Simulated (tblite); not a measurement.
Compound: C5H8O4Si.
Cartesian coordinates in Å at the GFN2-xTB level; atoms count from 1:
```
atom  x, y, z in Å
C1     3.0540    0.5099    1.2993
O2     1.9877   -0.0664    0.5731
C3     0.8758    0.6543    0.4745
C4    -0.2710    0.2166   -0.0803
O5    -0.4378   -1.0802   -0.5824
C6    -0.1472   -2.1082    0.2073
O7     0.2158   -2.0673    1.3423
C8    -1.4527    1.0639   -0.2184
O9    -1.4508    2.2343    0.1188
Si10  -2.9793    0.1731   -0.9696
H11    3.9103   -0.1459    1.1562
H12    3.2873    1.5118    0.9284
H13    2.8096    0.5630    2.3635
H14    0.8814    1.6776    0.8396
H15   -0.3123   -3.0359   -0.3669
H16   -2.6100   -0.2889   -2.3057
H17   -4.0620    1.1490   -1.0083
H18   -3.3076   -0.9545   -0.0963
```

Level: GFN2-xTB in tblite, geometry and Hessian alike; calculated harmonic values, unscaled, isolated species. This tight-binding method is rough: wavenumbers can miss measured ones by several per cent, in bad cases by 10 to 20. Modes of hydrogen on silicon can be 10 to 20 % off. One conformer, not necessarily the lowest.

Harmonic wavenumbers (cm⁻¹): 42.9, 53.4, 62.9, 94.3, 111.6, 140.3, 152.3, 178.1, 236.4, 256.1, 315.6, 367.7, 391.5, 410.6, 472.2, 510.4, 580.3, 629.3, 700.1, 761.5, 769.0, 778.9, 829.0, 863.9, 925.1, 933.7, 1025.3, 1113.7, 1119.7, 1128.1, 1189.7, 1266.9, 1285.1, 1352.1, 1400.7, 1453.9, 1463.4, 1603.7, 1701.7, 1791.1, 2265.2, 2288.3, 2322.0, 2827.9, 2958.8, 2969.8, 3019.9, 3042.5.

A = 1789, B = 764.6, C = 573.5 MHz; mass 160.019 u (most abundant isotopes); point group C1, symmetry number 1.

Question: Zero-point energy?

Answer: Half the sum of the wavenumbers: 26078 cm⁻¹ = 311.97 kJ/mol.

Question: What is S at 273.15 K and 1 bar for an ideal gas of classical rigid rotors and harmonic oscillators?

Answer: Translation 170.33, rotation 126.08, vibration 158.15: S = 454.6 J/(mol K).

Question: And Cp and H(273.15 K) − H(0)?

Answer: Cp = 177.76 J/(mol K), of which vibrations give 144.51 (their classical limit is 48 R = 399.1); H(273.15 K) − H(0) = 30.93 kJ/mol without the zero-point energy, 21.85 from vibrations.

Question: How do the functions run with temperature in this model?

Answer: 
| T (K) | S (J/(mol K)) | Cp (J/(mol K)) | H − H(0) (kJ/mol) | G − H(0) (kJ/mol) | ln q(vib) |
| --- | --- | --- | --- | --- | --- |
| 150 | 365.4 | 124.2 | 12.28 | -42.53 | 4.85 |
| 250 | 439.3 | 168.1 | 26.93 | -82.89 | 8.58 |
| 298.15 | 470.6 | 187.9 | 35.50 | -104.80 | 10.27 |
| 400 | 531.2 | 225.5 | 56.61 | -155.87 | 13.69 |
| 600 | 634.0 | 281.7 | 107.69 | -272.70 | 19.87 |
| 900 | 759.2 | 334.6 | 200.85 | -482.40 | 28.05 |

q(vib) and H(0) count from the zero-point level.

Question: Blend soft modes into free rotors: weight 1/[1 + (100 cm⁻¹/ν̃)⁴] for the oscillator and the rest for a rotor with moment μB/(μ + B), μ = h/(8π²ν), B = 10⁻⁴⁴ kg m². What vibrational entropy results?

Answer: 142.76 J/(mol K) in place of 158.15, which changes −T·S at 273.15 K by +4.20 kJ/mol.

Question: What must be added to the electronic energy to get the Gibbs energy at 273.15 K and 1 bar?

Answer: ZPE + [H(273.15 K) − H(0)] − T·S = 311.97 + 30.93 − 124.16 = 218.74 kJ/mol.

Question: Which modes carry the vibrational entropy at 273.15 K?

Answer: 42.9 cm⁻¹: 20.70; 53.4 cm⁻¹: 18.89; 62.9 cm⁻¹: 17.54; 94.3 cm⁻¹: 14.22; 111.6 cm⁻¹: 12.85; 140.3 cm⁻¹: 11.02 J/(mol K); the other 42 give 62.94 together.

Hindered rotation and anharmonicity are outside this model. Other conformers, if any are populated, would add a mixing term that is left out. The structure is chiral; the term R ln 2 for an equal mix with its mirror image is left out.
